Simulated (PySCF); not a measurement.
Molecule: C6H13Se, SMILES [C]([Se]C(C)C)(C)C, doublet. Atoms near the plane z = 0.0 Å, at the GFN2-xTB optimised geometry (x, y, z in Å): C1 (2.0, -0.2, 1.0), C2 (1.2, -0.9, 0.0), C3 (1.9, -2.1, -0.6), Se4 (-0.6, -0.9, 0.0), C5 (-1.0, 1.1, 0.0), C7 (-2.5, 1.3, 0.0), H8 (3.0, 0.2, 0.6), H12 (2.2, -2.8, 0.1), H14 (-0.6, 1.5, 0.9), H18 (-2.7, 2.4, 0.0), H19 (-2.9, 0.9, -0.9), H20 (-3.0, 0.8, 0.8).

Calculation: unrestricted PBE0/def2-SVP (PySCF). Cells within 0.4 Å of a nucleus heavier than hydrogen are left out (blank, or x). The values are rescaled to run from 0 to 1.

```
|1111111111111111111111111111111|
|1111111111111111111111111111111|
|1111111111111111111111111111111|
|1111111111111111111111111111111|
|1111111111111111111111111111111|
|1111111111111111111111111111111|
|1111110001111111111111111111111|
|1111100111000001111111111111111|
|1111113841000000011111111111111|
|1111115961000000011111111111111|
|1111002752200110001111111111111|
|1111001xx675xx10001111111111111|
|1111012xx56xxx00001111111111111|
|1111112101222200000000011111111|
|1111111000013310000000111011111|
|1111110000012210000110011111111|
|1111111100001000111221000111111|
|1111111110001xx134xx30000111111|
|111111111101xxx144xx20000111111|
|1111111111123110222541000111111|
|1111111111112100001341000111111|
|1111111111111100000122100111111|
|1111111111111110000026521111111|
|1111111111111111100038821111111|
|1111111111111111111124311111111|
|1111111111111111111111111111111|
|1111111111111111111111111111111|
|1111111111111111111111111111111|
|1111111111111111111111111111111|
|1111111111111111111111111111111|
|1111111111111111111111111111111|
```
Scale: ten equal steps from 0.000 (start of '0') to 1.00 (end of '9'), in the order '0123456789'; x runs from -5.00 to 5.00, y from -5.00 (bottom) to 5.00 (top).

Problem. Which quantity is mapped?
(A) an orbital amplitude
(B) electrostatic potential
(C) deformation density (molecule minus spherical neutral atoms)
(D) Laplacian of the electron density

Solution. C, deformation density (molecule minus spherical neutral atoms). In full: deformation density (molecule minus spherical neutral atoms) (e/bohr³).
